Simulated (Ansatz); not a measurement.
`[BH2][GeH2][O][SiH2]F` + `[CH3][GeH3]` → `F[SiH2][GeH3]` + `[BH2][GeH2][O]C`  (redistribution)

Program: Ansatz. Geometries: PBE0-D4/def2-TZVP. ΔE: electronic, gas phase. CCSD(T)/CBS adds triple-zeta CCSD(T) − MP2 to the extrapolated MP2 energy (def2 sets, frozen cores). For Ge outer-core shells are correlated without core-valence functions, which leaves a few kJ/mol of doubt a bond. Scalar relativity is left out up to krypton. One conformer a species, not always the lowest.

`[BH2][GeH2][O][SiH2]F`:

Cartesian coordinates in Å:
```
B 1.528 0.973 -1.849
Ge 0.273 -0.391 -0.973
O -0.181 0.192 0.655
Si -1.112 -0.233 1.899
F -1.040 0.929 2.988
H 1.844 1.975 -1.286
H 1.950 0.755 -2.944
H -1.044 -0.590 -1.755
H 0.930 -1.775 -0.779
H -0.615 -1.469 2.550
H -2.533 -0.365 1.495
```

`[CH3][GeH3]`:

```xyz
8

C    -0.909   -0.091    0.489
Ge    0.804    0.080   -0.433
H    -1.730    0.113   -0.199
H    -1.027   -1.100    0.884
H    -0.965    0.616    1.317
H     0.885   -0.913   -1.606
H     1.966   -0.211    0.535
H     0.976    1.506   -0.987
```

`F[SiH2][GeH3]`:

```xyz
8

F     0.871   -1.475    1.512
Si    1.050   -0.240    0.502
Ge   -1.040    0.263   -0.520
H     1.558    0.916    1.285
H     2.065   -0.627   -0.511
H    -1.561   -0.937   -1.325
H    -0.853    1.452   -1.479
H    -2.089    0.647    0.535
```

`[BH2][GeH2][O]C`:

Cartesian coordinates in Å:
```
B -0.984 -0.637 -2.176
Ge -0.406 -0.668 -0.210
O 0.478 0.846 0.142
C 0.966 1.034 1.444
H -0.719 0.285 -2.884
H -1.597 -1.558 -2.625
H -1.600 -0.752 0.774
H 0.538 -1.850 0.126
H 0.161 1.040 2.192
H 1.690 0.259 1.732
H 1.473 2.002 1.485
```

```tsv
species	CCSD/def2-TZVPP energy (Eh)
`[BH2][GeH2][O][SiH2]F`	-2567.99012
`[CH3][GeH3]`	-2117.22179
`F[SiH2][GeH3]`	-2467.43484
`[BH2][GeH2][O]C`	-2217.69780
```

(1) Work out ΔE.

Largest T1 diagnostic among the species: 0.012.

Answers

(1) ΔE = (-2467.43484) + (-2217.69780) − (-2567.99012) − (-2117.22179) = 0.07927 Eh = +208.1 kJ/mol. CCSD(T)/CBS gives +205.6 kJ/mol.

From PBE to PBE0 (25 % exact exchange), in def2-TZVPP and without D4, ΔE moves by +11.9 kJ/mol.
